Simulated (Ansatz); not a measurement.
```yaml
crystal:
  periodic: [false, false, false]
  atoms:
    - {symbol: C, position_ang: [-0.746928, 1.227464, 0.530372]}
    - {symbol: C, position_ang: [-0.127665, -0.061602, 1.025744]}
    - {symbol: S, position_ang: [1.531827, -0.372576, 0.326670]}
    - {symbol: Ga, position_ang: [1.063757, -1.316403, -1.588037]}
    - {symbol: H, position_ang: [-0.934707, 1.182518, -0.544892]}
    - {symbol: H, position_ang: [-1.700887, 1.411098, 1.033526]}
    - {symbol: H, position_ang: [-0.088717, 2.077324, 0.720710]}
    - {symbol: H, position_ang: [0.020800, -0.030494, 2.107170]}
    - {symbol: H, position_ang: [-0.771294, -0.915805, 0.811056]}
    - {symbol: H, position_ang: [2.269237, -1.687918, -2.505153]}
    - {symbol: H, position_ang: [-0.450123, -1.570505, -1.896466]}
basis:
  gaussian: {orbitals: cc-pVDZ, fitting: {mean_field: cc-pVTZ-jkfit}}
total_charge: -3
magnetization: {spin_polarized: true, initial_magnetization: 1}
hamiltonian: {xc: {name: B3LYP5}}
```

```sh
$ ansatz run in.yaml --threads 4 --pin off --events-out ev --progress --plain --max-ram 10444MiB
```

It prints (some lines left out):

```
Functional definition: B3LYP5
696 factors; integrals over basis functions are off by at most 4.2e-2 eV
mean field evaluation 1: about -65344.8149 eV, gradient 5.8e1 eV
mean field evaluation 2: about -65130.0220 eV, gradient 1.6e2 eV
mean field evaluation 4: about -65370.5022 eV, gradient 2.6e1 eV
mean field evaluation 8: about -65379.1588 eV, gradient 1.1e0 eV
mean field evaluation 16: about -65379.1745 eV, gradient 3.6e-3 eV
mean field -65379.17450073 eV, -2402.6403473058 hartree, gradient 1.7e-5 eV, S^2 0.751353; 5 other end points of the search recorded, 0 dependent functions left out
reference -65379.17477908 eV, -2402.6403575350 hartree; 35, 34 occupied and 73, 74 virtual orbitals, 696 factors
Total energy: -65379.17477908 eV, -2402.6403575350 hartree
```

Task: What is wrong with this run?

Result: The charge is far from anything that the molecule holds. Self-consistency was reached. The result belongs to that input, not to the molecule as meant.

B3LYP here is the variant with VWN-RPA as its local correlation; programs differ in this.
